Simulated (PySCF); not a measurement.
## Assigning NMR signals

Geometry (Å), atoms numbered from 1 in this order:
```xyz
21

C     2.313    2.168    0.219
C     2.074    0.999   -0.368
C     0.870    0.187   -0.294
C     0.808   -0.979   -0.962
Si   -0.736   -2.038   -0.877
C    -1.751   -0.916    0.267
C    -0.837   -0.497    1.428
C    -0.311    0.632    0.522
C    -1.627    0.519   -0.269
H     3.253    2.674    0.083
H     1.602    2.672    0.851
H     2.854    0.570   -0.988
H     1.666   -1.288   -1.546
H    -1.378   -2.189   -2.188
H    -0.480   -3.343   -0.256
H    -2.753   -1.255    0.529
H    -0.102   -1.219    1.781
H    -1.392   -0.106    2.281
H    -0.128    1.588    1.010
H    -1.557    0.653   -1.348
H    -2.395    1.184    0.125
```

Gas phase, equivalent nuclei averaged, one computed conformer, no relativistic terms. GFN2-xTB geometry; PBE0/pcSseg-1 with gauge-including orbitals; PySCF 2.14.

δ = σ(ref) − σ, references computed at the same level: TMS for ¹³C, ¹H.

(1) Assign these signals to the numbered atoms. ¹³C{¹H} NMR (computed): δ 177.5 (C), 148.2 (CH), 124.9 (CH), 118.3 (CH2), 35.9 (CH2), 32.5 (CH), 16.9 (CH).

(2) Assign these signals to the numbered atoms. ¹H NMR (400 MHz, computed): δ 6.59 (m, 1H), 5.74 (t, 1H), 5.51 (m, 1H), 5.38 (m, 1H), 4.60 (m, 2H), 2.96 (m, 1H), 2.70 (m, 2H), 1.86 (m, 1H), 1.65 (m, 2H).

## Answers

(1) 
| δ (ppm) | atoms | environment | reason |
| --- | --- | --- | --- |
| 177.5 | C3 | fully substituted alkene carbon | – |
| 148.2 | C2 | alkene CH | as expected for a trigonal carbon in a double bond |
| 124.9 | C4 | alkene CH | – |
| 118.3 | C1 | terminal =CH2 carbon | an sp2 carbon of a C=C bond |
| 35.9 | C7/C9 | sp3 CH2 in a ring | a saturated carbon with 2 carbon neighbours and no heteroatom attached |
| 32.5 | C8 | allylic sp3 CH | aliphatic region, no heteroatom directly attached |
| 16.9 | C6 | sp3 CH bonded to Si | – |

(2) 
```tsv
δ (ppm)	atoms	environment	reason
6.59	H12	hydrogen on an alkene CH	attached to an sp2 carbon and in the plane of the double bond
5.74	H13	hydrogen on an alkene CH	–
5.51	H11	hydrogen on a terminal =CH2 carbon	a vinylic proton, deshielded by the sp2 carbon and the C=C anisotropy
5.38	H10	hydrogen on a terminal =CH2 carbon	–
4.60	H14/H15	hydrogen on a silicon bonded to 2 C, in a 6-membered ring	–
2.96	H19	hydrogen on an allylic sp3 CH	allylic position
2.70	H18/H21	hydrogen on an sp3 CH2 in a ring	–
1.86	H16	hydrogen on an sp3 CH bonded to Si	–
1.65	H17/H20	hydrogen on an sp3 CH2 in a ring	–
```

Shifts are as computed. Against solution values, carbons near 30 ppm lie about +3 ppm off and those near 130 ppm about +5 ppm. Of 1211 compounds with measured shifts, 218 miss one by over three times the rms of a fit or turn the order of signals round; such compounds aren't used in these exercises. Multiplicities follow the n + 1 count of equivalent neighbours, as no J values were calculated; m marks all less simple cases, F and P coupling included.
